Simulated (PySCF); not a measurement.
CH5InOS2, SMILES C[O][In]([SH])[SH]. Atoms are numbered in the order given.

```xyz
10

In     0.0631    -0.1004     0.0528
O      0.4212    -0.1030    -1.9228
C     -0.1716     0.8081    -2.8091
H     -0.1986     1.8519    -2.4307
H      0.4117     0.8269    -3.7480
H     -1.2116     0.5303    -3.0765
S     -1.3142     1.6698     0.9687
H     -1.5234     2.2088    -0.2568
S      1.0960    -1.8646     1.3232
H      0.5798    -1.4076     2.4894
```
Charge 0, spin multiplicity 1.

Geometry: B3LYP-D3(BJ)/def2-SVP. The structure was generated by enumeration; whether it is a known compound was not checked. The def2 effective core potentials stand for the cores of In; spin–orbit coupling is left out. One conformer was computed; it need not be the lowest.

These are PBE/def2-TZVP in PySCF values and carry that method's errors.

ESP charges are fitted to the potential on shells at 1.4 to 2.0 van der Waals radii. Atomic charges (e):

```csv
atom,Mulliken,Löwdin,ESP fit
In1,0.73,-0.11,0.52
O2,-0.42,-0.07,-0.25
C3,-0.21,-0.42,-0.35
H4,0.09,0.10,0.11
H5,0.12,0.11,0.14
H6,0.11,0.10,0.12
S7,-0.39,0.06,-0.35
H8,0.17,0.07,0.18
S9,-0.38,0.09,-0.31
H10,0.17,0.07,0.19
```
